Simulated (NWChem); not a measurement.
System: C2H7Si, doublet; SMILES [SiH](C)C

The following NWChem deck was run.

```
start job
memory heap 200 mb stack 900 mb global 1100 mb
geometry units angstroms noautoz
  C      0.475162    -0.007658     1.564889
  Si    -0.571757     0.111311     0.000000
  C      0.475162    -0.007658    -1.564889
  H      1.020288    -0.966756     1.598871
  H     -0.152759     0.057584     2.466399
  H      1.216695     0.805127     1.607718
  H     -1.630533    -0.954404     0.000000
  H      1.020288    -0.966756    -1.598871
  H     -0.152759     0.057584    -2.466399
  H      1.216695     0.805127    -1.607718
end
basis spherical
  * library 6-31g*
end
dft
  odft
  mult 2
  xc xpbe96 cpbe96
  iterations 200
end
task dft gradient
```

Excerpt of the output:

```
             Northwest Computational Chemistry Package (NWChem) 7.3.0
             --------------------------------------------------------

 CS  symmetry detected

                             Geometry "geometry" -> ""
                             -------------------------

 Output coordinates in angstroms (scale by  1.889725989 to convert to a.u.)

  No.       Tag          Charge          X              Y              Z
 ---- ---------------- ---------- -------------- -------------- --------------
    1 C                    6.0000     0.46823425    -0.00979953    -1.56488900
    2 Si                  14.0000    -0.58036189     0.09334680     0.00000000
    3 C                    6.0000     0.46823425    -0.00979953     1.56488900
    4 H                    1.0000     1.02778105    -0.96055644    -1.59887100
    5 H                    1.0000    -0.16060035     0.04595305    -2.46639900
    6 H                    1.0000     1.19740915     0.81409039    -1.60771800
    7 H                    1.0000    -1.62292423    -0.98823484     0.00000000
    8 H                    1.0000     1.02778105    -0.96055644     1.59887100
    9 H                    1.0000    -0.16060035     0.04595305     2.46639900
   10 H                    1.0000     1.19740915     0.81409039     1.60771800

 Effective nuclear repulsion energy (a.u.)     104.7859179575

      Symmetry information
      --------------------

 Group name             Cs
 Group number              2
 Group order               2
 No. of unique centers     6

  pbe96 is a nonlocal functional; adding pw91lda local functional.

                                 NWChem DFT Module
                                 -----------------

 Summary of "ao basis" -> "ao basis" (spherical)
 ------------------------------------------------------------------------------
       Tag                 Description            Shells   Functions and Types
 ---------------- ------------------------------  ------  ---------------------
 C                           6-31g*                  6       14   3s2p1d
 Si                          6-31g*                  8       18   4s3p1d
 H                           6-31g*                  2        2   2s

      Symmetry analysis of basis
      --------------------------

        a'         35
        a"         25

            General Information
            -------------------
          SCF calculation type: DFT
          Wavefunction type:  spin polarized.
          No. of atoms     :    10
          No. of electrons :    33
           Alpha electrons :    17
            Beta electrons :    16
          Charge           :     0
          Spin multiplicity:     2
          Use of symmetry is: on ; symmetry adaption is: on
          Maximum number of iterations: 200
          AO basis - number of functions:    60
                     number of shells:    34
          Convergence on energy requested:  1.00D-06
          Convergence on density requested:  1.00D-05
          Convergence on gradient requested:  5.00D-04

              XC Information
              --------------
          PerdewBurkeErnzerhof Exchange Functional  1.000
            Perdew 1991 LDA Correlation Functional  1.000 local
           PerdewBurkeErnz. Correlation Functional  1.000 non-local

             Grid Information
             ----------------
          Grid used for XC integration:  medium
          Radial quadrature: Mura-Knowles
          Angular quadrature: Lebedev.
          Tag              B.-S. Rad. Rad. Pts. Rad. Cut. Ang. Pts.
          ---              ---------- --------- --------- ---------
          C                   0.70       49          10.0       434
          Si                  1.10       88           8.0       590
          H                   0.35       45          11.0       434
          Grid pruning is: on
          Number of quadrature shells:   317
          Spatial weights used:  Erf1

      Superposition of Atomic Density Guess
      -------------------------------------

 Sum of atomic energies:        -367.62544359

      Non-variational initial energy
      ------------------------------

 Total energy =    -369.159155
 1-e energy   =    -712.592970
 2-e energy   =     238.647896
 HOMO         =      -0.117422
 LUMO         =       0.102275

   Symmetry analysis of molecular orbitals - initial alpha
   -------------------------------------------------------

  Numbering of irreducible representations:

     1 a'          2 a"

  Orbital symmetries:

     1 a'          2 a'          3 a"          4 a'          5 a"
     6 a'          7 a'          8 a'          9 a"         10 a'
    11 a'         12 a'         13 a"         14 a"         15 a'
    16 a"         17 a'         18 a"         19 a'         20 a'
    21 a'         22 a'         23 a'         24 a"         25 a"
    26 a"         27 a'

   Symmetry analysis of molecular orbitals - initial beta
   ------------------------------------------------------

  Numbering of irreducible representations:

[...]

                         DFT ENERGY GRADIENTS

    atom               coordinates                        gradient
                 x          y          z           x          y          z
   1 C       0.884834  -0.018518  -2.957211   -0.001402   0.000166   0.002772
   2 Si     -1.096725   0.176400   0.000000    0.003556  -0.003103   0.000000
   3 C       0.884834  -0.018518   2.957211   -0.001402   0.000166  -0.002772
   4 H       1.942225  -1.815188  -3.021428   -0.000940   0.001267   0.000373
   5 H      -0.303491   0.086839  -4.660818    0.000496  -0.000074   0.001327
   6 H       2.262775   1.538408  -3.038146   -0.000908  -0.000912   0.000291
   7 H      -3.066882  -1.867493   0.000000    0.001954   0.002208   0.000000
   8 H       1.942225  -1.815188   3.021428   -0.000940   0.001267  -0.000373
   9 H      -0.303491   0.086839   4.660818    0.000496  -0.000074  -0.001327
  10 H       2.262775   1.538408   3.038146   -0.000908  -0.000912  -0.000291
```

Level: PBE/6-31G* (spherical d), spin-unrestricted. In the optimisation the excess spin sits in a' (Cs, its own frame). All runs use the structure optimised with PBE0/def2-SVP, spin-unrestricted. No stability test was run on the SCF state.
